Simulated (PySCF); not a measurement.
C5H5F, SMILES C=C(F)C=C=C. Coordinates come from a PBE0-D3(BJ)/def2-SVP optimisation. The structure was generated by enumeration, and PubChem lists no compound with its InChIKey, so it may never have been made. The values are those of a single conformer.

Question: Give the equilibrium geometry at PBE0-D3(BJ)/def2-SVP (PySCF confirms it by a frequency run) as Cartesian coordinates in Å, and its point group. (The exact figures need the calculation; the answer reports its results.)

Answer: One answer among several that fit: point group Cs.
```xyz
11

C     -0.1129     2.6422     0.0000
C      0.3517     1.4238     0.0000
C      0.8326     0.1981     0.0000
C      0.0056    -1.0019     0.0000
C      0.4550    -2.2602     0.0000
F     -1.3060    -0.7605     0.0000
H     -0.3194     3.1716    -0.9369
H     -0.3194     3.1716     0.9369
H      1.9171     0.0436     0.0000
H     -0.2435    -3.0975     0.0000
H      1.5266    -2.4569     0.0000
```
